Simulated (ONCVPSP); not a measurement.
## Scattering properties, ONCV potential for chromium

* Element: chromium
* Generator: ONCVPSP 4.0.1
* Type: optimised norm-conserving Vanderbilt (ONCV)
* Functional: PBE
* Relativity: scalar-relativistic
* Frozen core: [Ne]
* Valence charge: 14
* Reference configuration: 3s2 3p6 3d5.5 4s0.5
* Partial waves: 3s+4s: rc 1.65 bohr, ncon 4, nbas 8, qcut 7.5 1/bohr, 3 projectors, debl 1.7 Ha; 3p: rc 0.85 bohr, ncon 5, nbas 8, qcut 8.1 1/bohr, 2 projectors, debl 3.6 Ha; 3d: rc 1.40 bohr, ncon 4, nbas 9, qcut 12.8 1/bohr, 2 projectors, debl 1.7 Ha
* Local potential: polynomial inside 0.80 bohr (lpopt 5, dvloc0 0 Ha)
* Core correction: polynomial model core, fcfact 0.55

The phase is arctan(r·R′/R) of the radial function R(r), unwrapped; energies in Ha, scanned from -4 to 5 Ha. A pole is an energy at which the radial function vanishes at the test radius. The pseudo phase is shifted by a multiple of π to meet the all-electron one at the reference energy, and phase errors are pseudo minus all-electron; the curves can meet again beyond the range given. Levels narrower than the energy grid can be missing from the lists of poles.

**Question.** For each channel, where are the poles, and over which energies does the pseudopotential scatter like the atom?

**Answer.**

```tsv
channel	radius (bohr)	reference energy (Ha)	poles, all-electron	poles, pseudo	unbroken range about the reference energy with phases within 0.05 rad	phase error 1 Ha above the reference energy (rad)
s	1.67	-0.14	-2.42	-2.42	the whole range	+0.000
p	0.86	-1.62	none	none	the whole range	-0.000
d	1.42	-0.07	1.01	1.01	the whole range	+0.000
```

Phases in the d channel:

```csv
E (Ha),all-electron,pseudo
-3.98,1.236,1.236
-3.50,1.203,1.203
-3.02,1.160,1.160
-2.54,1.099,1.099
-2.06,1.007,1.007
-1.58,0.846,0.846
-1.10,0.515,0.515
-0.62,-0.201,-0.201
-0.14,-0.958,-0.958
0.34,-1.328,-1.328
0.82,-1.517,-1.517
1.30,-1.644,-1.644
1.78,-1.752,-1.752
2.26,-1.870,-1.870
2.74,-2.029,-2.029
3.22,-2.293,-2.292
3.70,-2.793,-2.791
4.18,-3.499,-3.495
4.66,-3.988,-3.984
```
